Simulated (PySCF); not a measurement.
Bond length, frequency and bond energy of SrAl by level of theory

State: ²Π (doublet), unpaired electrons π ↑. Set-up: basis Sr def2-SVP with ECP28, Al def2-SVP; scalar-relativistic core potentials; PySCF 2.14. De refers to Sr + Al in their high-spin ground configurations, without counterpoise correction. The functionals are run spin-unrestricted. A positive dipole means Sr(−)Al(+). Levels whose curve was spin-contaminated or gave no clean fit are not listed.

```json
{"Level": "ROHF-MP2", "Re (Å)": "3.437", "ωe (cm⁻¹)": "124", "De (eV)": "0.295", "μ (D)": "n/a"}
{"Level": "ROHF-SCS-MP2", "Re (Å)": "3.481", "ωe (cm⁻¹)": "113", "De (eV)": "0.230", "μ (D)": "n/a"}
{"Level": "ROHF-CCSD", "Re (Å)": "3.459", "ωe (cm⁻¹)": "121", "De (eV)": "0.261", "μ (D)": "n/a"}
{"Level": "ROHF-CCSD(T)", "Re (Å)": "3.404", "ωe (cm⁻¹)": "136", "De (eV)": "0.343", "μ (D)": "n/a"}
{"Level": "PBE", "Re (Å)": "3.321", "ωe (cm⁻¹)": "159", "De (eV)": "0.77", "μ (D)": "-2.94"}
{"Level": "PW91", "Re (Å)": "3.314", "ωe (cm⁻¹)": "160", "De (eV)": "0.78", "μ (D)": "-2.93"}
{"Level": "B97-3", "Re (Å)": "3.378", "ωe (cm⁻¹)": "147", "De (eV)": "0.54", "μ (D)": "-3.22"}
```

(1) Which functional lies closest to ROHF-CCSD(T) in De, which farthest, and by how much do they differ from it?

Correlated steps freeze 5 core orbitals. The bond is weak. Basis-set superposition, not corrected here, can be much of De in a small basis, most of all at correlated wavefunction levels. Functionals without a dispersion term scatter widely for such bonds, and LDA overbinds them. Spin–orbit coupling is left out. The state is the lowest determinant that a PBE0 search found; another state may lie lower at other levels.

The whole job (state search and all levels along the bond) took about 1.1 min on 1 thread of Intel Xeon 6975P-C (shared host), peak memory 0.49 GiB.

Answers

(1) Closest is B97-3 (-2.6 pm in Re, +8.1 % in ωe, +0.20 eV in De against ROHF-CCSD(T) in the same basis), farthest PW91 (-9.0 pm in Re, +17.6 % in ωe, +0.44 eV in De). CCSD(T) converges more slowly with the basis than the functionals do and binds too weakly in this one, so the order can change at the basis-set limit.
